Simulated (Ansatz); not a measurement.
BClH (SMILES [BH]Cl), charge 0, multiplicity 2, relaxed at each level with Ansatz (a first-principles code); harmonic frequencies from differences of analytic forces, average atomic masses, frozen cores. Open shells are unrestricted.

```tsv
mode	HF/def2-TZVPP (cm⁻¹)	PBE/def2-TZVPP (cm⁻¹)	r2SCAN/def2-TZVPP (cm⁻¹)	MP2/cc-pV(T+d)Z (cm⁻¹)	CCSD(T)/cc-pV(D+d)Z (cm⁻¹)	CCSD(T)/cc-pV(T+d)Z (cm⁻¹)
1	862	821	845	864	852	(withheld)
2	968	883	903	936	936	(withheld)
3	2753	2568	2628	2701	2634	(withheld)
```

Modes are in rising order at each level. Complete the blanks.


- 1, CCSD(T)/cc-pV(T+d)Z (cm⁻¹): 851
- 3, CCSD(T)/cc-pV(T+d)Z (cm⁻¹): 2644
- 2, CCSD(T)/cc-pV(T+d)Z (cm⁻¹): 922
